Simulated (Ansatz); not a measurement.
Species: C$_{2}$H$_{3}$NO, SMILES `COC#N` (charge 0, multiplicity 1).

Question: Give a relaxed geometry from Ansatz (a first-principles code) with B3LYP-D3(BJ)/def2-TZVP.

Answer: the end point of this relaxation (outside a Z-matrix the atoms follow the SMILES, hydrogens last).
Cartesian coordinates (Å) in one orientation:
```xyz
7

C     -0.814     0.197     0.212
O      0.096    -0.680    -0.512
C      1.347    -0.441    -0.339
N      2.479    -0.253    -0.206
H     -0.661     1.225    -0.110
H     -0.638     0.098     1.282
H     -1.809    -0.146    -0.049
```
